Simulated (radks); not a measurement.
Values are calculated unless marked as measured or tabulated.
Mg XI, 2 electrons, occupied as [He] (the NIST ground configuration).

Level of theory: Dirac Kohn-Sham, PBE, spin-unpolarised, spherical densities, finite nucleus; Fermi nuclear charge, rms radius 3.057 fm (a radial shooting solver on a logarithmic mesh with Libxc functionals).

Energy parts (hartree):
part                      energy
total                 -136.77395
kinetic                137.24388
electron-nucleus      -281.39485
Hartree                 14.56989
exchange-correlation    -7.19286

Orbitals (lengths in bohr, moments of r in powers of bohr; r(max) is where P^2 peaks; r(90%) holds 90 % of the orbital's charge):
orbital  occ.  eigenvalue (hartree)    <r^2>   r(max)     <r>  r(90%)
1s1/2       2             -62.09248  0.02235  0.08469  0.1290   0.230

The highest occupied level is 1s1/2 at -1689.6 eV. Summed over all electrons, <r^2> = 0.04470 bohr^2, which gives a Langevin (diamagnetic) susceptibility term of -0.0354 x 10^-6 cm^3/mol. For comparison, the ionisation energy in NIST's Atomic Spectra Database is 1761.8 eV (theoretical). In exact Kohn-Sham theory the highest level is minus the ionisation energy, but local and semilocal functionals leave it too shallow, through self-interaction and a potential that decays too fast; potentials with the right tail come closer.
